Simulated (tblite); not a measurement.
CH10N2S2Si2.
Bonds: C1–Si2, Si2–N3, N3–Si4, Si4–N5, Si4–S6, Si4–S7. Hydrogens: H8, H9, H10 on C1; H11, H12 on Si2; H13 on N3; H14, H15 on N5; H16 on S6; H17 on S7.

Computed with GFN2-xTB (tblite), gas phase: L-BFGS steps from a force-field or distance-geometry start until the largest atomic force falls under 0.01 eV/Å.

Step 22: E = -629.5272 eV
```
atom  x, y, z in Å  |  force x, y, z in eV/Å
C1      3.0178   -0.3889    0.7195    0.042  -0.028   0.016
Si2     1.4783    0.5928    0.2172    0.022  -0.005   0.004
N3      0.1757   -0.4959   -0.1643    0.036   0.010  -0.061
Si4    -1.4862   -0.1455    0.0690    0.024   0.026   0.051
N5     -1.8322    1.4747   -0.3769   -0.018  -0.050  -0.005
S6     -2.7551   -1.3815   -1.1578    0.015  -0.008  -0.008
S7     -1.9063   -0.6085    2.1541   -0.022   0.057  -0.049
H8      3.3493   -0.0941    1.7092   -0.009   0.011   0.044
H9      2.8415   -1.4585    0.7443   -0.035  -0.054  -0.011
H10     3.8482   -0.2064    0.0462   -0.005   0.008  -0.066
H11     1.7417    1.4536   -0.9424    0.012   0.031  -0.021
H12     0.9633    1.3985    1.3224   -0.010   0.036   0.056
H13     0.3880   -1.2266   -0.8251   -0.004   0.008   0.057
H14    -2.7817    1.8054   -0.4238    0.013   0.009  -0.007
H15    -1.1990    2.2018   -0.0868   -0.064  -0.057  -0.016
H16    -2.6315   -2.4661   -0.4041   -0.018   0.026  -0.034
H17    -3.2188   -0.4428    2.0389    0.022  -0.019   0.050
```

Step 23: E = -629.5285 eV
```
atom  x, y, z in Å  |  force x, y, z in eV/Å
C1      3.0169   -0.3902    0.7192    0.051  -0.028   0.016
Si2     1.4787    0.5959    0.2173    0.049  -0.029   0.035
N3      0.1767   -0.4902   -0.1681    0.025   0.011  -0.033
Si4    -1.4845   -0.1438    0.0693   -0.012   0.005  -0.017
N5     -1.8348    1.4744   -0.3766   -0.031  -0.049  -0.018
S6     -2.7573   -1.3788   -1.1592    0.043   0.017   0.014
S7     -1.9028   -0.6098    2.1499   -0.018   0.043   0.009
H8      3.3501   -0.0978    1.7093   -0.011   0.020   0.031
H9      2.8419   -1.4602    0.7442   -0.053  -0.051  -0.017
H10     3.8469   -0.2095    0.0444   -0.008   0.016  -0.056
H11     1.7424    1.4563   -0.9405    0.020   0.049  -0.039
H12     0.9635    1.3978    1.3251   -0.008   0.041   0.054
H13     0.3909   -1.2321   -0.8138    0.003  -0.016   0.027
H14    -2.7855    1.8004   -0.4253    0.004   0.017  -0.008
H15    -1.2044    2.2054   -0.0927   -0.045  -0.040  -0.005
H16    -2.6302   -2.4614   -0.4041   -0.023   0.010  -0.034
H17    -3.2154   -0.4444    2.0412    0.014  -0.016   0.042
```

Step 24: E = -629.5298 eV
```
atom  x, y, z in Å  |  force x, y, z in eV/Å
C1      3.0170   -0.3924    0.7191    0.040  -0.024   0.010
Si2     1.4802    0.5985    0.2180    0.060  -0.025   0.052
N3      0.1778   -0.4842   -0.1722    0.019   0.004  -0.017
Si4    -1.4830   -0.1418    0.0691   -0.030  -0.021  -0.067
N5     -1.8385    1.4738   -0.3769   -0.028  -0.031  -0.029
S6     -2.7589   -1.3753   -1.1603    0.060   0.036   0.021
S7     -1.8992   -0.6114    2.1459   -0.003   0.030   0.062
H8      3.3507   -0.1010    1.7099   -0.007   0.018   0.008
H9      2.8411   -1.4628    0.7439   -0.056  -0.031  -0.019
H10     3.8456   -0.2125    0.0417   -0.011   0.014  -0.034
H11     1.7436    1.4603   -0.9392    0.023   0.047  -0.029
H12     0.9635    1.3977    1.3288    0.003   0.032   0.034
H13     0.3943   -1.2389   -0.8014    0.006  -0.022   0.012
H14    -2.7899    1.7956   -0.4271   -0.018   0.024  -0.011
H15    -1.2110    2.2089   -0.0994   -0.026  -0.029   0.003
H16    -2.6289   -2.4561   -0.4044   -0.027  -0.010  -0.029
H17    -3.2113   -0.4463    2.0438   -0.005  -0.013   0.033
```

Step 25: E = -629.5310 eV
```
atom  x, y, z in Å  |  force x, y, z in eV/Å
C1      3.0177   -0.3951    0.7193    0.016  -0.019   0.001
Si2     1.4827    0.6010    0.2198    0.050  -0.005   0.047
N3      0.1795   -0.4780   -0.1771    0.008   0.011   0.008
Si4    -1.4814   -0.1403    0.0676   -0.025  -0.039  -0.082
N5     -1.8423    1.4726   -0.3780   -0.034  -0.008  -0.042
S6     -2.7592   -1.3714   -1.1612    0.057   0.040   0.009
S7     -1.8958   -0.6115    2.1427    0.017   0.019   0.098
H8      3.3512   -0.1042    1.7109    0.006   0.009  -0.017
H9      2.8392   -1.4658    0.7431   -0.050  -0.005  -0.018
H10     3.8437   -0.2153    0.0379   -0.010   0.008  -0.004
H11     1.7454    1.4651   -0.9382    0.022   0.031   0.001
H12     0.9639    1.3984    1.3335    0.019   0.015   0.006
H13     0.3981   -1.2458   -0.7886    0.013  -0.031  -0.005
H14    -2.7947    1.7905   -0.4290   -0.036   0.026  -0.014
H15    -1.2183    2.2118   -0.1059   -0.003  -0.015   0.012
H16    -2.6285   -2.4514   -0.4057   -0.028  -0.028  -0.022
H17    -3.2080   -0.4487    2.0485   -0.020  -0.008   0.022
```

Problem. Estimate the geometry and energy of step 26. (The exact step hangs on the optimiser's Hessian estimate; all steps are aligned on step 25, rigid shifts and turns removed.)

Solution. E = -629.5322 eV, largest force 0.107 eV/Å
```
atom  x, y, z in Å  |  force x, y, z in eV/Å
C1      3.0186   -0.3979    0.7195   -0.010  -0.011  -0.010
Si2     1.4858    0.6034    0.2223    0.023   0.017   0.024
N3      0.1816   -0.4721   -0.1820    0.002   0.005   0.018
Si4    -1.4800   -0.1397    0.0648   -0.010  -0.031  -0.050
N5     -1.8462    1.4713   -0.3799   -0.028   0.014  -0.049
S6     -2.7581   -1.3675   -1.1621    0.036   0.018  -0.016
S7     -1.8930   -0.6100    2.1414    0.027   0.015   0.102
H8      3.3516   -0.1070    1.7115    0.022  -0.002  -0.036
H9      2.8366   -1.4686    0.7419   -0.041   0.015  -0.015
H10     3.8413   -0.2178    0.0340   -0.003  -0.001   0.022
H11     1.7476    1.4698   -0.9371    0.020   0.010   0.037
H12     0.9650    1.3996    1.3381    0.033   0.000  -0.017
H13     0.4019   -1.2521   -0.7772    0.017  -0.021  -0.004
H14    -2.7993    1.7860   -0.4309   -0.049   0.026  -0.016
H15    -1.2250    2.2138   -0.1114    0.008  -0.013   0.016
H16    -2.6293   -2.4480   -0.4078   -0.028  -0.036  -0.017
H17    -3.2060   -0.4512    2.0544   -0.020  -0.006   0.010
```

The energy changes by -0.0012 eV. The first-order estimate −F·Δx gives -0.0016 eV and the mean of the old and new forces, exact on a quadratic surface, -0.0012 eV. The step makes an angle of 72° with the force vector and moves no atom by more than 0.014 Å.

The cost below is that of the whole relaxation. Time: 3.9 s. Hardware: one thread, Arm Neoverse N1 (aarch64), shared host.
